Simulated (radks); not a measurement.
Spherical jellium clusters: N electrons in a uniform positive sphere of charge N and radius rs N^(1/3), rs = 4.07 bohr. Calculated with a radial shooting solver with Libxc functionals: non-relativistic Kohn-Sham, LDA (Slater exchange, Perdew-Wang correlation), spin-polarised, spherical densities. Levels are named by radial order and angular momentum (1s, 1p, 1d, 2s, ...), and open shells are averaged over m. Each electron was tried in the lowest free levels, single moves between levels near the top were tried too, and the lowest total energy was kept; such a search can miss a lower state. Energies include the self-energy of the background; IP and EA are vertical (highest electron removed, lowest free level filled), at fixed background; spill-out counts the electrons outside the background radius R, and alpha is the static dipole polarisability from linear response (closed shells only). A dash means not computed or, for alpha, an open shell; in EA it means that no bound solution was reached, which is typical of self-interaction and does not show that the anion is unstable. Real open-shell clusters deform, which this model forbids.

N        open shells  2S  E(N+1) + E(N-1) - 2E(N) (eV)  EA (eV)  -e(HOMO) (eV)  spill-out (e)  alpha/R^3
1   1s(up 1, down 0)   1                             -        -          2.976           0.38          -
2               none   0                         1.068        -          3.152           0.54      1.619
3   1p(up 1, down 0)   1                        -0.628        -          2.121           0.84          -
4   1p(up 2, down 0)   2                        -0.441        -          2.628           1.01          -
5   1p(up 3, down 0)   3                         0.295        -          2.953           1.13          -
6   1p(up 3, down 1)   2                        -0.358        -          2.690           1.27          -
7   1p(up 3, down 2)   1                        -0.259    1.595          2.976           1.38          -
8               none   0                         1.160        -          3.182           1.48      1.424
9   1d(up 1, down 0)   1                        -0.259        -          2.092           1.65          -
10  1d(up 2, down 0)   2                        -0.221        -          2.342           1.79          -
11  1d(up 3, down 0)   3                        -0.189    1.326          2.544           1.91          -
12  1d(up 4, down 0)   4                        -0.162    1.504          2.711           2.01          -
13  1d(up 5, down 0)   5                         0.329    1.208          2.851           2.09          -
14  1d(up 5, down 1)   4                        -0.173    1.404          2.544           2.20          -
15  1d(up 5, down 2)   3                        -0.148    1.570          2.702           2.30          -
16  1d(up 5, down 3)   2                        -0.129    1.713          2.836           2.38          -
17  1d(up 5, down 4)   1                        -0.112    1.838          2.951           2.46          -
18              none   0                         0.212    1.670          3.050           2.54      1.323
19  2s(up 1, down 0)   1                         0.201    1.532          2.838           2.70          -
20              none   0                         0.392    1.156          2.676           2.90      1.356
21  1f(up 1, down 0)   1                        -0.120    1.287          2.315           2.99          -
22  1f(up 2, down 0)   2                        -0.110    1.406          2.426           3.08          -
23  1f(up 3, down 0)   3                        -0.101    1.513          2.526           3.15          -
24  1f(up 4, down 0)   4                        -0.093    1.611          2.617           3.22          -
25  1f(up 5, down 0)   5                        -0.085    1.700          2.699           3.29          -
26  1f(up 6, down 0)   6                             -    1.782          2.774           3.35          -

All shells are closed at N = 2, 8, 18, 20 (there: 1s2 1p6 1d10 2s2); the second difference of the energy has clear peaks (12 % above both neighbours; the first and last values, which can be the largest, are not judged, and half-filled shells can peak too) at N = 5, 8, 13, 20.
